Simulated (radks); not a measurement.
Coulomb parameter of the 4f shell of the europium ion Eu2+ in the model configuration [Xe] 4f6 6p1, as a second difference U = [E(n + 0.5) + E(n - 0.5) - 2 E(n)] / (0.5)^2 with all orbitals relaxed. "Bare": the charge of the atom changes with n. "Screened": the 6p shell takes up the change at fixed total charge, which measures U(4f,4f) + U(6p,6p) - 2 U(4f,6p). All-electron calculation, Dirac Kohn-Sham, PBEsol, spin-unpolarised, spherical densities, finite nucleus; open shells are shared between the two j in proportion to 2j + 1; Fermi nuclear charge, rms radius 5.1115 fm. Program: a radial shooting solver on a logarithmic mesh with Libxc functionals.

| case | configuration | E - E(n) (eV) |
|---|---|---|
| start | [Xe] 4f6 6p1 | 0.000 |
| bare +0.5 | [Xe] 4f6.5 6p1 | -10.813 |
| bare -0.5 | [Xe] 4f5.5 6p1 | 15.125 |
| screened +0.5 | [Xe] 4f6.5 6p0.5 | -5.799 |
| screened -0.5 | [Xe] 4f5.5 6p1.5 | 7.876 |

U(bare) = 17.246 eV, U(screened by 6p) = 8.307 eV.
